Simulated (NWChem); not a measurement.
## Correlation energy of Br (-1)

```
Br
```
Charge -1, spin multiplicity 1.

The numbers come from NWChem runs, not from measurements.

Basis set: def2-SVPD. Each correlation energy counts from its own Hartree-Fock reference.

The Hamiltonian is non-relativistic. The correlated methods keep 9 core orbitals frozen. Coupled-cluster values serve here as a point of comparison, not as the truth.

```json
[
 {"method": "MP2", "correlation energy (mHa)": "-245.6"},
 {"method": "SCS-MP2", "correlation energy (mHa)": "___"},
 {"method": "CCSD", "correlation energy (mHa)": "___"},
 {"method": "CCSD+T(CCSD)", "correlation energy (mHa)": "-252.9"},
 {"method": "CCSD(T)", "correlation energy (mHa)": "-252.6"},
 {"method": "CR-CCSD[T]", "correlation energy (mHa)": "___"},
 {"method": "CR-CCSD(T)", "correlation energy (mHa)": "___"}
]
```

### Question
What belongs in the gaps?

### Answer

- SCS-MP2, correlation energy (mHa): -226.2
- CCSD, correlation energy (mHa): -247.1
- CR-CCSD[T], correlation energy (mHa): -252.0
- CR-CCSD(T), correlation energy (mHa): -251.8
